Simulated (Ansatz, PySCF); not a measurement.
System: sum formula H₃GeO₃ (charge 0, doublet). It need not be the lowest isomer of its formula. 
Coordinates optimised at B3LYP-D3(BJ)/def2-TZVP (Ansatz, a first-principles code):
```
Ge
O 1 1.7935
H 2 0.9649 1 112.77
O 1 1.7935 2 106.46 3 -161.78
H 4 0.9649 1 112.77 2 -48.49
O 1 1.7935 2 106.46 3 -48.49
H 6 0.9649 1 112.77 2 -161.78
```
Charge 0, spin multiplicity 2.

Quantity: vertical ionisation energy (to the singlet state of charge +1; each state is the SCF solution reached for its spin; the molecule has degenerate orbitals, so one determinant may break the symmetry), in eV. Valence correlation only, unless marked. Open shells are spin-unrestricted. Spin-orbit coupling is left out. The frozen core is the preceding noble-gas configuration, with the filled d and f shells of earlier blocks. No relativistic terms. Basis-set limits of correlation are two-point, X^-3; Hartree-Fock from the larger set. [CCSD(T)-MP2]/basis is that difference in the basis named.

```
level                                                          program  vertical ionisation energy (eV)  minus last row
-------------------------------------------------------------  -------  -------------------------------  --------------
PBE/def2-TZVPD                                                  Ansatz                             8.63           -0.25
B3LYP/def2-TZVPD                                                Ansatz                             8.96            0.08
BHLYP/def2-TZVPD                                                Ansatz                             9.17            0.29
wB97X-V/def2-TZVPD                                              Ansatz                             8.99            0.11
B2PLYP/def2-TZVPD                                               Ansatz                             8.80           -0.08
RI-MP2/aug-cc-pVTZ                                              Ansatz                             8.75           -0.13
RI-MP2/aug-cc-pVQZ                                              Ansatz                             8.78           -0.10
SCS-MP2/aug-cc-pVDZ                                             Ansatz                             8.64           -0.24
CCSD(T)/aug-cc-pVDZ                                             Ansatz                             8.73           -0.15
RI-MP2/CBS(aug-cc-pVTZ,aug-cc-pVQZ)+[CCSD(T)-MP2]/aug-cc-pVTZ   Ansatz                             8.88            0.00
```

For comparison, minus the highest occupied orbital energy (PySCF): 6.00 eV at TPSSh/def2-TZVPD, 7.86 eV at M06-2X/def2-TZVPD, 5.27 eV at BLYP/def2-TZVPD.
